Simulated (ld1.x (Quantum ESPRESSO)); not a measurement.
gold (Au), PAW: configuration errors across variants

```json
{"Element": "Au (Z = 79)", "Generator": "ld1.x (Quantum ESPRESSO) 7.5", "Type": "PAW", "Functional": "LDA (PZ)", "Relativity": "fully relativistic", "Frozen core": "[Kr] 4d10 4f14 5s2", "Valence charge": "17", "Reference configuration": "5p6 5d10 6s0.5 6p0.5", "Partial waves": "6s (bound): rcut 2.00, rcutus 2.45 bohr; 6s channel at 0.8 Ry: rcut 2.00, rcutus 2.45 bohr; 5p (bound): rcut 1.40, rcutus 1.65 bohr; 6p (bound): rcut 1.40, rcutus 1.65 bohr; 5d (bound): rcut 1.40, rcutus 1.85 bohr; 5d channel at 3.2 Ry: rcut 1.40, rcutus 1.85 bohr; 5f channel at -0.1 Ry: rcut 2.15, rcutus 2.30 bohr; 5f channel at 1.25 Ry: rcut 2.15, rcutus 2.30 bohr", "Local potential": "all-electron potential smoothed inside 1.70 bohr (lloc = -1)", "Core correction": "Bessel-smoothed model core inside 1.45 bohr", "Augmentation charge": "GAUSS, radius 1.50 bohr"}
```

Open shells are filled in proportion to 2j + 1 (rel_dist='average').

All-electron excitation energies from the reference (eV): (1) 5p6 5d10 6s1 6p0 -2.616; (2) 5p6 5d10 6s0 6p0 7.175; (3) 5p6 5d9 6s0 6p0 28.697; (4) 5p6 5d8 6s0 6p0 62.866; (5) 5p5 5d10 6s1 6p0 64.930; (6) 5p6 5d9 6s2 6p0 -0.992; (7) 5p6 5d10 6s0 6p1 2.728.

Errors AE − PS in meV (a dash: test not solved or not reliable):

```csv
change,(1),(2),(3),(4),(5),(6),(7),bound ghosts
base,+2.9,+6.2,+26,+43,-44,-23,+5.5,not determined
"core correction a·sin(br)/r model core, default radius (ld1.x builds one for every PAW set, though the input has nlcc=.false.)",+2.6,+5.8,+28,+49,-45,-30,+5.1,not determined
core correction Bessel-smoothed model core inside 0.64 bohr,+3.3,+6.7,+26,+41,-43,-18,+6.1,not determined
core correction Bessel-smoothed model core inside 1.08 bohr,+3.1,+6.5,+26,+42,-44,-20,+5.9,not determined
core correction Bessel-smoothed model core inside 1.28 bohr,+2.9,+6.3,+26,+42,-44,-22,+5.7,not determined
core correction Bessel-smoothed model core inside 1.40 bohr,+3.0,+6.3,+26,+43,-44,-22,+5.6,not determined
core correction Bessel-smoothed model core inside 1.60 bohr,+2.7,+6.0,+26,+43,-44,-24,+5.3,not determined
core correction Bessel-smoothed model core inside 1.76 bohr,+2.7,+5.9,+26,+44,-45,-26,+5.1,not determined
core correction Bessel-smoothed model core inside 2.00 bohr,+2.6,+5.7,+27,+45,-45,-28,+5.2,not determined
```

Give the same row for: core correction Bessel-smoothed model core inside 0.86 bohr.

+3.3, +6.7, +26, +42, -43, -19, +6.0; bound ghosts: not determined.
